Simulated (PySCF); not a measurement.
Si(AsH2)(F)(OH)2 (AsFH₄O₂Si), SMILES O[Si](O)(F)[AsH2]. Atoms are numbered in the order given.

```xyz
9

O     -0.9421    -1.0567     1.5630
Si    -0.8140    -0.2067     0.1618
O     -1.8318     1.0915     0.2764
F     -1.3151    -1.1076    -1.0990
As     1.3880     0.3777    -0.2895
H     -1.8268    -1.1326     1.9392
H     -2.0456     1.5690    -0.5317
H      1.6364     0.7373     1.1636
H      1.8556    -1.0540    -0.1050
```
Charge 0, spin multiplicity 1.

The structure is a stationary point at ωB97X-D3(BJ)/def2-SVP. The values are those of a single conformer.

Two levels are set side by side: PBE/pcSseg-1 (PySCF) and PBE0/pcSseg-1 (PySCF). GIAO shifts against AsH3 (⁷⁵As), CFCl3 (¹⁹F), H2O (¹⁷O), TMS (²⁹Si), TMS (¹H) at the same level; non-relativistic, no solvent, atoms listed together averaged. Differences are taken from unrounded values.

| quantity | PBE0 | PBE | PBE minus PBE0 |
|---|---|---|---|
| δ(²⁹Si) of Si2 (ppm) | -16.3 | -16.4 | -0.1 |
| δ(¹⁹F) of F4 (ppm) | -113.4 | -125.2 | -11.7 |
| δ(⁷⁵As) of As5 (ppm) | -70.2 | -66.1 | 4.1 |

Rough cost on one machine, each run with all the roots and properties that it gave: PBE0 against PBE within a factor of 2.
